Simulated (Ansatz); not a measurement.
Consider the ligand exchange at the Si–N bond: `C[N]([SiH3])[GeH3]` + `N=C(F)F` → `FC(F)=N[SiH3]` + `C[NH][GeH3]`.

Program: Ansatz. Geometries: PBE0-D4/def2-TZVP. ΔE: electronic, gas phase. CCSD(T)/CBS is the MP2 limit (def2-TZVPP, def2-QZVPP) plus CCSD(T) − MP2 in def2-TZVPP, frozen cores. Functionals use def2-TZVPP. B3LYP here is the variant with VWN-RPA as its local correlation; programs differ in this. HSE06 is defined as in plane-wave codes. For Ge outer-core shells are correlated without core-valence functions, which leaves a few kJ/mol of doubt a bond. Scalar relativity is left out up to krypton. One conformer a species, not always the lowest.

| level | ΔE (kJ/mol) | difference from CCSD(T)/CBS |
| --- | --- | --- |
| LDA (SPW92) | 3.9 | -3.1 |
| PBE-D4 | 2.9 | -4.1 |
| revPBE-D4 | 5.1 | -1.9 |
| BLYP-D4 | 2.4 | -4.6 |
| r2SCAN-D4 | 1.5 | -5.5 |
| B97M-V | 3.4 | -3.6 |
| PBE0-D4 | 4.3 | -2.7 |
| B3LYP-D4 | 2.9 | -4.1 |
| r2SCANh-D4 | 2.1 | -4.9 |
| r2SCAN0-D4 | 3.0 | -4.0 |
| HSE06-D4 | 4.1 | -2.9 |
| BHLYP-D4 | 4.5 | -2.5 |
| CAM-B3LYP-D4 | 2.1 | -4.9 |
| ωB97X-V | 3.4 | -3.6 |
| ωB97M-V | 4.6 | -2.4 |
| PBE-QIDH | 4.7 | -2.3 |
| PBE | -1.9 | -8.9 |
| revPBE | -4.7 | -11.7 |
| BLYP | -7.2 | -14.2 |
| r2SCAN | 0.3 | -6.7 |
| PBE0 | 0.0 | -7.0 |
| B3LYP | -4.8 | -11.8 |
| HSE06 | 0.0 | -7.0 |
| BHLYP | -2.8 | -9.8 |
| CAM-B3LYP | -2.4 | -9.4 |
| LC-ωPBE | 1.3 | -5.7 |
| HF/def2-SVP | 0.4 | -6.6 |
| MP2/def2-SVP | 10.3 | 3.3 |
| CCSD/def2-SVP | 11.3 | 4.3 |
| CCSD(T)/def2-SVP | 12.2 | 5.2 |
| MP2/def2-TZVPP | 7.7 | 0.7 |
| SCS-MP2/def2-TZVPP | 6.4 | -0.6 |
| CCSD/def2-TZVPP | 7.6 | 0.6 |
| CCSD(T)/def2-TZVPP | 8.8 | 1.8 |
| HF/def2-QZVPP | -3.6 | -10.6 |
| MP2/def2-QZVPP | 6.7 | -0.3 |
| SCS-MP2/def2-QZVPP | 5.3 | -1.7 |
| HF/CBS(def2) | -3.6 | -10.6 |
| MP2/CBS(def2) | 5.9 | -1.1 |
| CCSD/CBS(def2) | 5.8 | -1.2 |
| CCSD(T)/CBS | 7.0 | 0 |

Largest T1 diagnostic among the species: 0.013.

From BLYP to BHLYP (50 % exact exchange), in def2-TZVPP and without D4, ΔE moves by +4.4 kJ/mol. Leaving LDA and LC-ωPBE aside and taking each functional with its dispersion term where it has one, the values, not all of them listed here, spread over 4.9 kJ/mol, from B2PLYP to revPBE-D4. LDA lies +5.8 kJ/mol from PBE without D4. In def2-TZVPP, CCSD(T) changes the Hartree–Fock value by +12.3 kJ/mol (the triples alone add +1.2 kJ/mol) and MP2 by +11.3 kJ/mol.
